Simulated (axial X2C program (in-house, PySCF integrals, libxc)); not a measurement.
**Low determinants of MoSe⁻ at the PBE0 level, 2c**

Computed with an axial X2C code built on PySCF integrals. Two-component (2c) means X2C with spin–orbit coupling and atomic mean-field two-electron Coulomb and Gaunt terms. Basis: Mo dyall-acv3z [12s13p10d5f3g], Se dyall-acv3z [9s10p7d5f1g] (cores contracted in-house); Gaussian nuclei, density fitting, unrestricted open shells. Masses: Mo 97.905 u, Se 79.917 u.

Search at 2.355 Å (vertical energies from the lowest determinant):

```tsv
ΔE (eV)	state	electrons beyond evenly filled partner blocks	electrons in ±ω = 1/2, 3/2, 5/2, 7/2
0.00	Ω = 5/2	ω = 5/2	50 22 5 0
0.58	Ω = 3/2	ω = 1/2, ω = -3/2, ω = 5/2	51 21 5 0
0.69	Ω = 1/2	ω = -1/2, ω = -3/2, ω = 5/2	51 21 5 0
0.72	Ω = 7/2	2 × ω = 1/2, ω = 5/2	50 22 5 0
1.40	Ω = 3/2	2 × ω = -1/2, ω = 5/2	50 22 5 0
1.57	Ω = 1/2	2 × ω = 3/2, ω = -5/2	50 22 5 0
1.64	Ω = 1/2	ω = 1/2	51 22 4 0
```

Lowest determinant, Ω = 5/2 (⟨Sz⟩ = 2.50, ⟨Lz⟩ = 0.00 at PBE0): Re = 2.351 Å, ωe = 294.7 cm⁻¹.

The determinant in row 2 of the search, Ω = 3/2 (⟨Sz⟩ = 2.50, ⟨Lz⟩ = -1.00 at PBE0), was followed along the bond at PBE0; measured from the minimum of the lowest determinant it gives:

Te = 0.578 eV (4659 cm⁻¹), Re = 2.381 Å, ωe = 260.0 cm⁻¹.

Task: Compare the bond of the determinant in row 2 with that of the lowest one.

Result: At PBE0 its Re is 0.030 Å longer and its force constant, which goes as ωe², is 0.78 times that of the lowest determinant. T0 ≈ Te + Δωe/2 = 4659 + (-17) = 4642 cm⁻¹.

The search compares states at one distance, so a state with another bond length can lie lower; it is not exhaustive and yields mostly the lowest determinant of each block pattern, so other components and higher states of one pattern are missing. These are energies of single determinants, not of spin-adapted states; PBE0 term energies can be off by some tenths of an eV, and the functional has no current term. The lowest determinant need not be the ground state where others lie within half an eV. For an anion, determinants above electron detachment are held by the basis set. Some points of a curve did not converge. The highest occupied level of some functionals is positive through self-interaction error; at Hartree–Fock it is bound. Row 2 has a positive highest level at its minimum.
